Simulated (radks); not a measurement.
Values are calculated unless marked as measured or tabulated.
The iodine ion I+ inside a hard spherical wall (all orbitals vanish at R), configuration held at [Kr] 4d10 5s2 5p4 and not refilled when levels cross. Code: a radial shooting solver on a logarithmic mesh with Libxc functionals. Model: scalar-relativistic Kohn-Sham, r2SCAN, spin-unpolarised, spherical densities, finite nucleus; meta-GGA in the generalised Kohn-Sham scheme; Fermi nuclear charge, rms radius 4.75 fm. Eigenvalues in eV, with the zero of energy where the potential of the charges vanishes at infinity; a dash marks a level that is unbound or too diffuse for the functional's potential to be trusted. A positive occupied level is held by the wall or, in an anion where self-interaction has pushed it up, behind a barrier. The pressure on the wall is -dE/dV.

| R (bohr) | E (hartree) | kinetic (hartree) | e(4p) | e(4d) | e(5s) | e(5p) | e(6s, empty) | e(5d, empty) | pressure (GPa) |
|---|---|---|---|---|---|---|---|---|---|
| free | -7116.69320 | 7470.029 | -140.42 | -61.021 | -26.857 | -15.621 | - | - | 0 |
| 20 | -7116.69320 | 7470.029 | -140.42 | -61.021 | -26.857 | -15.621 | - | - | < 0.0001 |
| 15 | -7116.69320 | 7470.029 | -140.42 | -61.021 | -26.857 | -15.621 | - | - | < 0.0001 |
| 7 | -7116.69201 | 7470.043 | -140.36 | -60.963 | -26.811 | -15.573 | -2.448 | -2.519 | 0.107 |
| 6 | -7116.68551 | 7470.106 | -140.14 | -60.745 | -26.647 | -15.391 | -0.355 | -1.724 | 0.925 |
| 4 | -7116.40237 | 7471.848 | -136.09 | -56.819 | -23.546 | -11.484 | 19.545 | 6.438 | 77.5 |
| 3.5 | -7115.97199 | 7473.959 | -132.53 | -53.400 | -20.341 | -7.296 | 36.112 | 13.538 | 255 |
| 3 | -7114.86436 | 7478.716 | -126.35 | -47.523 | -13.533 | 1.503 | 67.080 | 27.199 | 912 |
| 2 | -7101.88405 | 7526.450 | -91.695 | -13.365 | 48.534 | 75.826 | 271.41 | 123.09 | 20800 |
